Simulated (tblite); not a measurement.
C6H16N2.
Cartesian coordinates in Å at the GFN2-xTB level; atoms count from 1:
```
atom  x, y, z in Å
C1     2.5143    1.0495    0.3069
N2     1.4043    0.1990    0.6817
N3     0.5104   -0.0168   -0.3958
C4     0.8882   -1.1577   -1.2037
C5    -0.8842    0.0264    0.0715
C6    -1.2077   -1.0753    1.0925
C7    -1.8280   -0.0837   -1.1292
C8    -1.0850    1.3979    0.7246
H9     3.0986    1.2609    1.2014
H10    3.1812    0.6184   -0.4529
H11    2.1064    1.9807   -0.0811
H12    1.7480   -0.6864    1.0621
H13    0.8180   -2.1171   -0.6657
H14    0.2711   -1.2062   -2.0961
H15    1.9228   -1.0228   -1.5224
H16   -0.5598   -0.9789    1.9603
H17   -1.0735   -2.0635    0.6570
H18   -2.2401   -0.9870    1.4198
H19   -2.8280    0.2220   -0.8319
H20   -1.8869   -1.1026   -1.5035
H21   -1.4902    0.5701   -1.9291
H22   -0.3900    1.5195    1.5492
H23   -0.9000    2.1814   -0.0048
H24   -2.1016    1.4922    1.0968
```

All values are computed: GFN2-xTB (tblite) harmonic vibrations without scaling, gas phase. This tight-binding method is rough: wavenumbers can miss measured ones by several per cent, in bad cases by 10 to 20. One conformer, not necessarily the lowest.

Harmonic wavenumbers (cm⁻¹): 54.7, 103.1, 163.6, 172.4, 193.8, 220.4, 244.4, 257.5, 299.2, 322.4, 343.4, 385.9, 392.9, 462.9, 481.1, 526.4, 747.7, 818.2, 878.1, 946.3, 952.2, 957.9, 972.9, 1024.0, 1028.0, 1076.6, 1098.1, 1115.1, 1152.5, 1158.9, 1201.9, 1235.7, 1249.2, 1263.0, 1387.5, 1391.4, 1393.4, 1409.4, 1413.6, 1416.7, 1476.7, 1479.7, 1486.0, 1489.9, 1492.1, 1497.2, 1499.4, 1509.5, 1512.6, 1518.9, 2838.8, 2872.4, 2996.8, 3013.7, 3023.8, 3030.5, 3031.1, 3036.8, 3038.3, 3042.2, 3043.0, 3046.3, 3047.6, 3049.4, 3064.7, 3217.5.

A = 2766, B = 1554, C = 1339 MHz; mass 116.131 u (most abundant isotopes); point group C1, symmetry number 1.

Task: Zero-point energy?

Result: Half the sum of the wavenumbers: 47634 cm⁻¹ = 136.19 kcal/mol.

Task: Entropy at 200 K, 1 bar (ideal gas, RRHO, classical rotation)?

Result: Translation 38.21, rotation 27.22, vibration 19.01: S = 84.4 cal/(mol K).

Task: And Cp and H(200 K) − H(0)?

Result: Cp = 31.57 cal/(mol K), of which vibrations give 23.62 (their classical limit is 66 R = 131.2); H(200 K) − H(0) = 3.84 kcal/mol without the zero-point energy, 2.25 from vibrations.

Task: Blend soft modes into free rotors: weight 1/[1 + (100 cm⁻¹/ν̃)⁴] for the oscillator and the rest for a rotor with moment μB/(μ + B), μ = h/(8π²ν), B = 10⁻⁴⁴ kg m². What vibrational entropy results?

Result: 18.32 cal/(mol K) in place of 19.01, which changes −T·S at 200 K by +0.14 kcal/mol.

Task: How do the functions run with temperature in this model?

Result: 
```csv
T (K),S (cal/(mol K)),Cp (cal/(mol K)),H − H(0) (kcal/mol),G − H(0) (kcal/mol),ln q(vib)
150,76.2,26.1,2.40,-9.03,2.52
250,92.1,36.9,5.55,-17.46,5.33
298.15,99.0,42.3,7.46,-22.06,6.71
400,113.1,53.9,12.35,-32.87,9.65
600,138.8,73.6,25.20,-58.10,15.40
900,172.9,94.0,50.58,-104.98,23.76
```

q(vib) and H(0) count from the zero-point level.

Task: Which modes carry the vibrational entropy at 200 K?

Result: 54.7 cm⁻¹: 3.85; 103.1 cm⁻¹: 2.63; 163.6 cm⁻¹: 1.77; 172.4 cm⁻¹: 1.68; 193.8 cm⁻¹: 1.48; 220.4 cm⁻¹: 1.27 cal/(mol K); the other 60 give 6.32 together.

Hindered rotation and anharmonicity are outside this model. Other conformers, if any are populated, would add a mixing term that is left out. The structure is chiral; the term R ln 2 for an equal mix with its mirror image is left out.

On an Arm Neoverse V2 with one thread, no GPU, shared host with 96 logical CPUs at a one-minute load of 40, this took 0.76 s of wall time. This covers the Hessian and the dipole derivatives.
